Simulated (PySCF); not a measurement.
Isomers of C4H13FSSi3.

All values: PBE0/pcSseg-1 (PySCF) at GFN2-xTB geometries, gas phase, one conformer each.

(1) Rank by the lowest Hirshfeld charge on any atom, lowest value first.
A. `[F:1][C@@H:2]1[CH2:3][C@H:4]([SiH3:5])[Si@@H:6]([S:7][SiH3:8])[CH2:9]1` with C4–Si6–S7–Si8 -69°, F1–C2–C3–C4 -70°, C2–C3–C4–Si5 96°, C3–C4–Si6–S7 -113°, C4–Si6–C9–C2 22°
B. `[CH3:1][Si@@H:2]([S:3][Si@H:4]([F:5])[SiH3:6])[CH:7]1[CH2:8][CH2:9]1` with C1–Si2–S3–Si4 -73°, Si2–S3–Si4–F5 50°, C1–Si2–C7–C8 52°
C. `[CH3:1][CH2:2][C@@H:3]1[SiH2:4][Si@H:5]([S:6][SiH3:7])[C@@H:8]1[F:9]` with C1–C2–C3–Si4 180°, Si4–Si5–S6–Si7 -55°, C2–C3–Si4–Si5 -142°, C3–Si4–Si5–S6 126°, Si4–Si5–C8–F9 99°, C2–C3–C8–Si5 147°
D. `[F:1][C@H:2]1[CH2:3][C@H:4]([Si@@H:5]([SiH3:6])[S:7][SiH3:8])[CH2:9]1` with C3–C4–Si5–Si6 -160°, C4–Si5–S7–Si8 175°, F1–C2–C3–C4 131°, C2–C3–C4–Si5 104°, C3–C4–C9–C2 13°, F1–C2–C9–C4 -131°

(2) Rank by LUMO energy, lowest first.
A. `[F:1][C@@H:2]1[CH2:3][C@H:4]([SiH3:5])[Si@@H:6]([S:7][SiH3:8])[CH2:9]1` with C4–Si6–S7–Si8 -69°, F1–C2–C3–C4 -70°, C2–C3–C4–Si5 96°, C3–C4–Si6–S7 -113°, C4–Si6–C9–C2 22°
B. `[CH3:1][CH2:2][C@@H:3]1[SiH2:4][Si@H:5]([S:6][SiH3:7])[C@@H:8]1[F:9]` with C1–C2–C3–Si4 180°, Si4–Si5–S6–Si7 -55°, C2–C3–Si4–Si5 -142°, C3–Si4–Si5–S6 126°, Si4–Si5–C8–F9 99°, C2–C3–C8–Si5 147°
C. `[CH3:1][Si@@H:2]([S:3][Si@H:4]([F:5])[SiH3:6])[CH:7]1[CH2:8][CH2:9]1` with C1–Si2–S3–Si4 -73°, Si2–S3–Si4–F5 50°, C1–Si2–C7–C8 52°

Answers

(1) B (-0.216 e), A (-0.201 e), C (-0.185 e), D (-0.166 e).

(2) B (-0.88 eV), C (-0.72 eV), A (-0.04 eV).

All values together:

```
                                  SMILES  μ (D)  HOMO (eV)  LUMO (eV)  lowest IAO charge (e)  highest IAO charge (e)  lowest Hirshfeld charge (e)  highest Hirshfeld charge (e)
F[C@@H]1C[C@H]([SiH3])[Si@@H](S[SiH3])C1   1.30      -7.27      -0.04             -0.664 (C)             +0.811 (Si)                   -0.201 (C)                   +0.328 (Si)
  CC[C@@H]1[SiH2][Si@H](S[SiH3])[C@@H]1F   2.25      -6.99      -0.88             -0.418 (C)             +0.567 (Si)                   -0.185 (S)                   +0.291 (Si)
 F[C@H]1C[C@H]([Si@@H]([SiH3])S[SiH3])C1   2.69      -7.27      -0.75             -0.448 (S)             +0.556 (Si)                   -0.166 (S)                   +0.300 (Si)
         C[Si@@H](S[Si@H](F)[SiH3])C1CC1   1.55      -7.29      -0.72             -0.724 (C)             +0.859 (Si)                   -0.216 (C)                   +0.353 (Si)
```

Conformers: `[F:1][C@@H:2]1[CH2:3][C@H:4]([SiH3:5])[Si@@H:6]([S:7][SiH3:8])[CH2:9]1` with C4–Si6–S7–Si8 -69°, F1–C2–C3–C4 -70°, C2–C3–C4–Si5 96°, C3–C4–Si6–S7 -113°, C4–Si6–C9–C2 22°; `[CH3:1][CH2:2][C@@H:3]1[SiH2:4][Si@H:5]([S:6][SiH3:7])[C@@H:8]1[F:9]` with C1–C2–C3–Si4 180°, Si4–Si5–S6–Si7 -55°, C2–C3–Si4–Si5 -142°, C3–Si4–Si5–S6 126°, Si4–Si5–C8–F9 99°, C2–C3–C8–Si5 147°; `[F:1][C@H:2]1[CH2:3][C@H:4]([Si@@H:5]([SiH3:6])[S:7][SiH3:8])[CH2:9]1` with C3–C4–Si5–Si6 -160°, C4–Si5–S7–Si8 175°, F1–C2–C3–C4 131°, C2–C3–C4–Si5 104°, C3–C4–C9–C2 13°, F1–C2–C9–C4 -131°; `[CH3:1][Si@@H:2]([S:3][Si@H:4]([F:5])[SiH3:6])[CH:7]1[CH2:8][CH2:9]1` with C1–Si2–S3–Si4 -73°, Si2–S3–Si4–F5 50°, C1–Si2–C7–C8 52°.
